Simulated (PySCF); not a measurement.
PySCF input file for W(NH)(S)(F)(NH2) (FH3N2SW), SMILES [NH2][W](=[NH])([F])=[S], multiplicity 1, PBE-D3(BJ)/def2-SVP. Coordinates come from a PBE-D3(BJ)/def2-SVP optimisation. The spin state was assumed, not searched. The structure was generated by enumeration; whether it is a known compound was not checked. The def2 effective core potentials stand for the cores of W; spin–orbit coupling is left out. One conformer was computed; it need not be the lowest.

```python
import numpy as np
from pyscf import gto, scf, dft, df
from pyscf.hessian import thermo

mol = gto.M(
    atom='''
    W    -0.05297247   -0.01105508   -0.14704512
    N     0.92325610   -1.01941282   -1.20736062
    H     1.63876672   -1.72959419   -1.39438089
    S     0.59028407   -0.20037747    1.90758760
    F    -1.87618585   -0.48586649   -0.32187941
    N     0.31852073    1.80038822   -0.73762324
    H     0.80740880    2.03919642   -1.60519006
    H     0.22247648    2.62048396   -0.12869045
    ''',
    basis='def2-SVP',
    ecp={'W': 'def2-svp'},
    charge=0,
    spin=0,
    max_memory=1600,
    verbose=3,
)
mf = dft.RKS(mol, xc='pbe').density_fit(auxbasis='def2-universal-jkfit')
mf.disp = 'd3bj'
mf.grids.level = 3
mf.conv_tol = 1e-11
mf.max_cycle = 100
mf.kernel()

# analytic Hessian; the response equations are solved on a coarser grid
h, args, fine = mf.Hessian(), (mf.mo_energy, mf.mo_coeff, mf.mo_occ), mf.grids
h.max_memory = max(150, 2.5e-5 * df.make_auxmol(mol, mf.with_df.auxbasis).nao * mol.nelec[0] * (mol.nelec[0] + mol.nao))  # MB; small integral blocks
h1ao = h.make_h1(mf.mo_coeff, mf.mo_occ)
mf.grids = dft.Grids(mol).set(level=1).build(with_non0tab=True)
mo1, mo_e1 = h.solve_mo1(*args, h1ao)
mf.grids = fine
hess = h.hess_elec(*args, mo1, mo_e1, h1ao) + h.hess_nuc()
if mf.do_disp():
    hess += h.get_dispersion()
for i in range(mol.natm):  # the analytic DFT Hessian lacks the response of the grid: restore translational invariance
    hess[i, i] -= hess[i].sum(axis=0)
hess = (hess + hess.transpose(1, 0, 3, 2)) / 2
vib = thermo.harmonic_analysis(mol, hess, imaginary_freq=False)
thermo.dump_normal_mode(mol, vib)
th = thermo.thermo(mf, vib['freq_au'][vib['freq_au'] > 0], 298.15, 101325)
thermo.dump_thermo(mol, th)
g0 = mf.nuc_grad_method().set(verbose=0).kernel()

# dipole derivatives [dipole axis, atom, xyz] from the same response
r, irp = mol.intor('int1e_r'), mol.intor('int1e_irp').reshape(3, 3, mol.nao, mol.nao)
sl, dm0, ok = mol.aoslice_by_atom(), np.array(mf.make_rdm1()), []
dmu = np.einsum('a,xt->xat', mol.atom_charges(), np.eye(3))
for a, (_, _, p0, p1) in enumerate(sl):
    dmu[:, a] += 2 * np.einsum('xtij,ij->xt', irp[:, :, :, p0:p1], dm0.reshape(-1, mol.nao, mol.nao).sum(0)[:, p0:p1])
    for u, c, occ, f in [(mo1, mf.mo_coeff, mf.mo_occ, 4)]:
        dmu[:, a] -= f * np.einsum('tui,xuv,vi->xt', u[a], r, c[:, occ > 0], optimize=True)
L = vib['norm_mode']
ir = 974.8801 * (np.einsum('xat,kat->kx', dmu, L) ** 2).sum(1)       # km/mol
apt = np.einsum('xax->a', dmu) / 3

# polarisability derivatives from nuclear gradients in small electric fields
h0, F = mf.get_hcore(), 0.005
def in_field(f, guess):
    m = mf.copy()
    m.verbose, m.conv_tol, m.conv_tol_grad = 0, 1e-11, 2e-7
    m.get_hcore = lambda *a: h0 + np.einsum('x,xij->ij', f, r)
    m.kernel(guess)
    ok.append(m.converged)
    dm = np.array(m.make_rdm1())
    g = m.nuc_grad_method().kernel() - np.outer(mol.atom_charges(), f)
    for a, (_, _, p0, p1) in enumerate(sl):
        g[a] -= 2 * np.einsum('x,xtij,ij->t', f, irp[:, :, :, p0:p1], dm[:, p0:p1])
    return g, -np.einsum('xij,ij->x', r, dm), dm
E = np.eye(3) * F
g0, _, dm0 = in_field(np.zeros(3), dm0)
gp = [in_field(e, dm0) for e in E]
gm = [in_field(-e, 2 * dm0 - p[2]) for e, p in zip(E, gp)]
alpha = np.array([(p[1] - q[1]) / (2 * F) for p, q in zip(gp, gm)])  # bohr^3
check = abs(np.array([-(p[0] - q[0]) / (2 * F) for p, q in zip(gp, gm)]) - dmu).max()
print('static polarisability / bohr^3:', alpha.round(3))
print('largest difference of analytic and finite-field dipole derivatives / e:', check)
da = np.zeros((3, 3, mol.natm, 3))
for x in range(3):
    da[x, x] = -(gp[x][0] + gm[x][0] - 2 * g0) / F**2
for x, y in ((0, 1), (0, 2), (1, 2)):
    up, down = in_field(E[x] + E[y], gp[x][2] + gp[y][2] - dm0), in_field(-E[x] - E[y], gm[x][2] + gm[y][2] - dm0)
    both = -(up[0] + down[0] - 2 * g0) / F**2
    da[x, y] = da[y, x] = (both - da[x, x] - da[y, y]) / 2
aq = np.einsum('xyat,kat->kxy', da, L) * 0.529177210903**2           # A^2/amu^1/2
a = np.einsum('kxx->k', aq) / 3
g2 = 1.5 * (aq**2).sum((1, 2)) - 4.5 * a**2
raman, depol = 45 * a**2 + 7 * g2, 3 * g2 / (45 * a**2 + 4 * g2 + 1e-12)
print('mode   freq/cm-1   IR/(km/mol)   Raman/(A^4/amu)   depolarisation')
for k, w in enumerate(vib['freq_wavenumber']):
    print(f'{k + 1:4d} {w:11.2f} {ir[k]:13.3f} {raman[k]:17.3f} {depol[k]:16.3f}')
print('max |gradient| / (hartree/bohr):', abs(g0).max())
print('APT charges:', apt.round(4))
```

It prints:

```
converged SCF energy = -675.987587348474

WARN: DFTD3 does not support analytical Hessian, using finite difference


WARN: Mole.unit (angstrom) is changed to Bohr

Mode                                 0                   1                   2
Irrep
Freq [cm^-1]                      170.9556            181.4424            189.3530
Reduced mass [au]                  12.0208              6.9113              6.3517
Force const [Dyne/A]                0.2070              0.1341              0.1342
Char temp [K]                     245.9671            261.0552            272.4368
Normal mode                   x     y     z       x     y     z       x     y     z
       0   W                -0.01 -0.02  0.01    0.02 -0.02 -0.00    0.00 -0.01 -0.02
       1   N                 0.02  0.03 -0.01    0.01 -0.00 -0.04    0.00  0.02 -0.05
       2   H                 0.08  0.09 -0.03   -0.01 -0.00 -0.09   -0.00  0.03 -0.13
       3   S                 0.08  0.07 -0.01   -0.04  0.01  0.02   -0.04  0.07 -0.00
       4   F                -0.03  0.06 -0.13   -0.02  0.14  0.03   -0.01 -0.02  0.10
       5   N                 0.01 -0.01  0.08   -0.14  0.01 -0.00    0.07  0.02  0.13
       6   H                 0.00  0.02  0.08   -0.20  0.07 -0.02    0.08  0.09  0.15
       7   H                 0.05 -0.04  0.13   -0.21 -0.01  0.01    0.10 -0.05  0.22
Mode                                 3                   4                   5
Irrep
Freq [cm^-1]                      227.0397            247.0862            394.2859
Reduced mass [au]                   4.1995              3.5236              1.0843
Force const [Dyne/A]                0.1275              0.1267              0.0993
Char temp [K]                     326.6596            355.5021            567.2897
Normal mode                   x     y     z       x     y     z       x     y     z
       0   W                 0.01  0.01  0.01    0.00  0.01 -0.01    0.00  0.00 -0.00
       1   N                -0.15 -0.06 -0.09   -0.00 -0.14  0.12   -0.04 -0.00 -0.03
       2   H                -0.26 -0.14 -0.19   -0.07 -0.24  0.26   -0.12 -0.09  0.02
       3   S                -0.02  0.02  0.03    0.02 -0.01 -0.03    0.01  0.01  0.02
       4   F                 0.05 -0.06 -0.07    0.00 -0.00 -0.00    0.01 -0.01 -0.01
       5   N                -0.02  0.02  0.02   -0.06  0.06  0.09    0.00 -0.01 -0.01
       6   H                -0.21  0.05 -0.08   -0.07  0.20  0.12    0.60  0.08  0.35
       7   H                 0.10 -0.00  0.07   -0.08 -0.02  0.20   -0.63 -0.01 -0.10
Mode                                 6                   7                   8
Irrep
Freq [cm^-1]                      483.2375            508.8172            540.6884
Reduced mass [au]                   1.2799              1.9263              2.6742
Force const [Dyne/A]                0.1761              0.2938              0.4606
Char temp [K]                     695.2711            732.0746            777.9303
Normal mode                   x     y     z       x     y     z       x     y     z
       0   W                 0.00  0.00  0.01    0.01 -0.00  0.02   -0.01  0.00 -0.02
       1   N                -0.03 -0.01 -0.05   -0.04 -0.01 -0.07   -0.03 -0.02 -0.04
       2   H                 0.25  0.13  0.45    0.22  0.11  0.43    0.30  0.19  0.40
       3   S                -0.01  0.00 -0.03   -0.03  0.01 -0.08    0.03 -0.01  0.12
       4   F                 0.00  0.00  0.00    0.02  0.00 -0.00    0.00 -0.00  0.01
       5   N                 0.08 -0.02  0.05   -0.06  0.02 -0.03   -0.02  0.01 -0.02
       6   H                -0.41  0.08 -0.20    0.33 -0.10  0.16    0.05  0.06  0.03
       7   H                -0.48  0.09 -0.20    0.31 -0.03  0.10    0.20 -0.07  0.13
Mode                                 9                  10                  11
Irrep
Freq [cm^-1]                      594.3386            657.9489            671.6223
Reduced mass [au]                   1.2673              6.9173              1.6640
Force const [Dyne/A]                0.2638              1.7643              0.4422
Char temp [K]                     855.1209            946.6419            966.3149
Normal mode                   x     y     z       x     y     z       x     y     z
       0   W                -0.00 -0.00  0.00    0.02  0.01  0.00    0.01 -0.01 -0.00
       1   N                -0.05 -0.07  0.06   -0.01  0.00 -0.01   -0.01 -0.04  0.00
       2   H                 0.42  0.55 -0.46    0.01  0.01  0.01    0.10  0.10 -0.08
       3   S                -0.01 -0.00 -0.02   -0.01 -0.00 -0.00    0.00  0.00  0.01
       4   F                 0.03  0.00  0.00   -0.19 -0.05 -0.02   -0.07 -0.02 -0.01
       5   N                 0.02  0.03 -0.04    0.00 -0.02 -0.04   -0.01  0.13  0.05
       6   H                 0.04  0.24  0.04   -0.02  0.21  0.02    0.11 -0.38 -0.04
       7   H                -0.10 -0.07  0.09   -0.02 -0.17  0.16    0.05  0.47 -0.41
Mode                                12                  13                  14
Irrep
Freq [cm^-1]                      711.4587            976.9259           1459.3622
Reduced mass [au]                   3.1585              7.2163              1.1211
Force const [Dyne/A]                0.9420              4.0578              1.4068
Char temp [K]                    1023.6307           1405.5788           2099.6973
Normal mode                   x     y     z       x     y     z       x     y     z
       0   W                 0.01  0.02 -0.01   -0.01  0.01  0.01    0.00 -0.00  0.00
       1   N                -0.02 -0.04  0.02    0.14 -0.14 -0.14   -0.00 -0.00  0.00
       2   H                 0.13  0.15 -0.12    0.15 -0.16 -0.17    0.00  0.01 -0.00
       3   S                -0.00 -0.00 -0.00    0.00 -0.00  0.00   -0.00 -0.00 -0.00
       4   F                -0.01 -0.01  0.00   -0.00 -0.00 -0.00   -0.00 -0.00  0.00
       5   N                -0.06 -0.17  0.09    0.00  0.00 -0.01    0.02  0.08 -0.02
       6   H                 0.03 -0.45  0.07    0.02  0.03  0.00   -0.02 -0.63 -0.21
       7   H                -0.01 -0.04 -0.08   -0.01 -0.01  0.01   -0.30 -0.36  0.48
Mode                                15                  16                  17
Irrep
Freq [cm^-1]                     3467.9364           3526.5947           3571.3471
Reduced mass [au]                   1.0491              1.0835              1.0961
Force const [Dyne/A]                7.4340              7.9398              8.2368
Char temp [K]                    4989.5883           5073.9847           5138.3733
Normal mode                   x     y     z       x     y     z       x     y     z
       0   W                -0.00  0.00 -0.00    0.00 -0.00 -0.00    0.00 -0.00 -0.00
       1   N                 0.00 -0.00 -0.00   -0.05  0.05  0.02    0.00 -0.00 -0.00
       2   H                -0.02  0.02  0.01    0.67 -0.66 -0.18   -0.01  0.01  0.00
       3   S                -0.00  0.00 -0.00   -0.00  0.00 -0.00   -0.00  0.00 -0.00
       4   F                 0.00  0.00  0.00    0.00  0.00  0.00   -0.00 -0.00 -0.00
       5   N                -0.01 -0.05  0.00   -0.00 -0.00 -0.00    0.03 -0.02 -0.07
       6   H                 0.28  0.12 -0.51    0.00 -0.00 -0.01   -0.36 -0.18  0.64
       7   H                -0.08  0.60  0.47   -0.00  0.03  0.02   -0.05  0.47  0.34
temperature 298.1500 [K]
pressure 101325.00 [Pa]
Rotational constants [GHz] 3.07646 2.13833 1.94523
Symmetry number 1
Zero-point energy (ZPE) 0.04233 [Eh]   111135.715 [J/mol]
                           tot       elec      trans        rot        vib
Entropy [J/mol/K]       357.047      0.000    178.378    115.565     63.104
Cv [J/mol/K]            102.190      0.000     12.472     12.472     77.247
Cp [J/mol/K]            110.505      0.000     20.786     12.472     77.247
Internal energy [J/mol]                      3718.434   3718.434 122487.356
Internal energy [Eh]   -675.93810  -675.98759
Enthalpy [J/mol]                             6197.391   3718.434 122487.356
Enthalpy [Eh]          -675.93716
Gibbs free energy [J/mol]                  -46986.151 -30737.161 103673.000
Gibbs free energy [Eh] -675.97770
static polarisability / bohr^3: [[54.89  -3.256  0.512]
 [-3.253 65.851 -0.661]
 [ 0.518 -0.666 83.59 ]]
largest difference of analytic and finite-field dipole derivatives / e: 0.0014015696878293404
mode   freq/cm-1   IR/(km/mol)   Raman/(A^4/amu)   depolarisation
   1      170.96         2.136             2.407            0.729
   2      181.44         1.803             1.593            0.595
   3      189.35         0.301             4.349            0.741
   4      227.04         2.322             5.155            0.692
   5      247.09         9.436             6.718            0.698
   6      394.29         1.896             0.911            0.219
   7      483.24        78.338             1.525            0.623
   8      508.82       269.203             9.129            0.253
   9      540.69        33.436             9.750            0.149
  10      594.34        48.977             2.170            0.697
  11      657.95        85.402             1.342            0.198
  12      671.62        19.672             5.671            0.058
  13      711.46        89.298            11.578            0.267
  14      976.93        79.014            30.390            0.150
  15     1459.36        30.515            12.794            0.551
  16     3467.94       112.470           144.199            0.169
  17     3526.59       140.787           194.520            0.326
  18     3571.35        53.961            56.396            0.688
max |gradient| / (hartree/bohr): 0.00011724319455238549
APT charges: [ 1.6038 -0.7445  0.3244 -0.4672 -0.5064 -0.6156  0.2015  0.2039]
```

The run converged.
